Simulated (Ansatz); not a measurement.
## Redistribution: C4H10 + CHCl2I → C4H9I + CH2Cl2

Species: C4H10 (isobutane) `CC(C)C`, singlet; CHCl2I (dichloroiodomethane) `ClC(Cl)I`, singlet; C4H9I `CC(C)(C)I`, singlet; CH2Cl2 (dichloromethane) `ClCCl`, singlet. The partners trade H for I; both sit on C, so the bond types are kept.

Shapes, held fixed at every level: PBE0-D4/def2-TZVP. Programs: Ansatz 0.2.0. The zero-point and thermal change to 298 K, harmonic and unscaled (PBE0-D4/def2-TZVP), is +1.0 kJ/mol.

```json
{"level": "B3LYP-D4/def2-TZVPP", "kind": "global hybrid", "ΔH(298 K) (kJ/mol)": "-36.7", "less CCSD(T)/def2-TZVPP": "+7.1"}
{"level": "r2SCAN0-D4/def2-TZVPP", "kind": "global hybrid", "ΔH(298 K) (kJ/mol)": "-41.5", "less CCSD(T)/def2-TZVPP": "+2.3"}
{"level": "wB97M-V/def2-TZVPP", "kind": "range-separated hybrid", "ΔH(298 K) (kJ/mol)": "-39.2", "less CCSD(T)/def2-TZVPP": "+4.6"}
{"level": "MP2/def2-SVP", "kind": "perturbation theory", "ΔH(298 K) (kJ/mol)": "-43.0", "less CCSD(T)/def2-TZVPP": "+0.8"}
{"level": "CCSD(T)/def2-SVP", "kind": "coupled cluster or CI", "ΔH(298 K) (kJ/mol)": "-42.3", "less CCSD(T)/def2-TZVPP": "+1.5"}
{"level": "CCSD/def2-SVP", "kind": "coupled cluster or CI", "ΔH(298 K) (kJ/mol)": "-42.0", "less CCSD(T)/def2-TZVPP": "+1.8"}
{"level": "CCSD(T)/def2-TZVPP", "kind": "coupled cluster or CI", "ΔH(298 K) (kJ/mol)": "-43.8", "less CCSD(T)/def2-TZVPP": "0.0"}
```

The highest level, CCSD(T)/def2-TZVPP, gives ΔH(298 K) = -43.8 kJ/mol; the levels span -43.8 to -36.7. The column of differences is taken from that level and isn't an error. No measured value is set beside it here. For atoms past krypton def2 sets carry core potentials with scalar relativity. Correlated rows may include outer-core shells of I, which these sets cover unevenly.
